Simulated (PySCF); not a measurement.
The free ion Ru6+ in its d2 configuration.

Method (PySCF 2.14, density fitting): CASSCF(2,5) with orbitals averaged over all microstates of the shell, strongly contracted NEVPT2 on the averaged canonical orbitals; basis x2c-TZVPall; spin-free X2C; gas phase; spin-orbit coupling by state interaction with the mean-field operator over all roots.

CASSCF energies above the lowest CASSCF root:

```csv
state,CASSCF / cm⁻¹
3F,0
1D,13763
3P,15569
1G,21028
1S,52840
```

Question: How does dynamic correlation (SC-NEVPT2) move these states?

Answer: 
```
state  NEVPT2 / cm⁻¹  shift / cm⁻¹
   3F              0             0
   1D          12044         -1719
   3P          13321         -2248
   1G          19083         -1945
   1S          48251         -4589
```

In the ligand-field fit B goes from 1038 to 889 cm⁻¹, C goes from 4286 to 4081 cm⁻¹.

These are spin-free levels; spin-orbit coupling mixes and splits them, by more than some of the gaps here.
